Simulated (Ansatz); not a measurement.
## GeH3F (fluorogermane): the energy, rung by rung

GeH3F has 5 atoms, charge 0, and is taken as a singlet. As SMILES, `[F][GeH3]`. The coordinates come from a PBE0-D4/def2-TZVP relaxation.

```xyz
5

F    -1.0465    0.4743    1.1622
Ge    0.0682   -0.0416   -0.0728
H     1.3310   -0.5120    0.6586
H    -0.6278   -1.1780   -0.8312
H     0.3251    1.1836   -0.9581
```

Each level gives the energy change with the Ge2–H3 bond stretched from 1.533 to 2.300 Å (eV). The values are calculated.

```json
{"level": "B3LYP/STO-3G (restricted)", "kind": "global hybrid", "program": "Ansatz", "value (eV)": "3.10", "less FCI/STO-3G": "+0.29", "CPU time (all runs)": "2.7 s"}
{"level": "PBE0/STO-3G (restricted)", "kind": "global hybrid", "program": "Ansatz", "value (eV)": "3.21", "less FCI/STO-3G": "+0.40", "CPU time (all runs)": "2.7 s"}
{"level": "CAM-B3LYP/STO-3G (restricted)", "kind": "range-separated hybrid", "program": "Ansatz", "value (eV)": "3.36", "less FCI/STO-3G": "+0.55", "CPU time (all runs)": "3.1 s"}
{"level": "wB97X/STO-3G (restricted)", "kind": "range-separated hybrid", "program": "Ansatz", "value (eV)": "3.41", "less FCI/STO-3G": "+0.60", "CPU time (all runs)": "11 s"}
{"level": "RPA@PBE/STO-3G (restricted)", "kind": "RPA", "program": "Ansatz", "value (eV)": "2.81", "less FCI/STO-3G": "0.00", "CPU time (all runs)": "5 s"}
{"level": "BCCD(T)/STO-3G (restricted)", "kind": "coupled cluster or CI", "program": "Ansatz", "value (eV)": "2.82", "less FCI/STO-3G": "+0.01", "CPU time (all runs)": "0.62 s"}
{"level": "CCSDT/STO-3G (restricted)", "kind": "coupled cluster or CI", "program": "Ansatz", "value (eV)": "2.81", "less FCI/STO-3G": "0.00", "CPU time (all runs)": "1.2 s"}
{"level": "CCSDTQ/STO-3G (restricted)", "kind": "coupled cluster or CI", "program": "Ansatz", "value (eV)": "2.81", "less FCI/STO-3G": "0.00", "CPU time (all runs)": "41 s"}
{"level": "FCI/STO-3G", "kind": "exact in the basis", "program": "Ansatz", "value (eV)": "2.81", "less FCI/STO-3G": "0.00", "CPU time (all runs)": "26 s"}
```

FCI/STO-3G is exact within its basis and frozen core, so for wave-function methods in that basis the difference is their error; functionals converge differently with the basis, so for them it is only a difference. All-electron rows without a relativistic Hamiltonian named are non-relativistic. The first shape isn't each level's own minimum. The values span 2.81 to 3.41 eV. All rows use very small basis sets, so even the best lies far from the true value. In the correlated wave-function rows the outer d shell of Ge is correlated, in sets not made for it. Times are those of the runs behind each value, whatever else they computed, on shared processors of several kinds: orders of magnitude only.
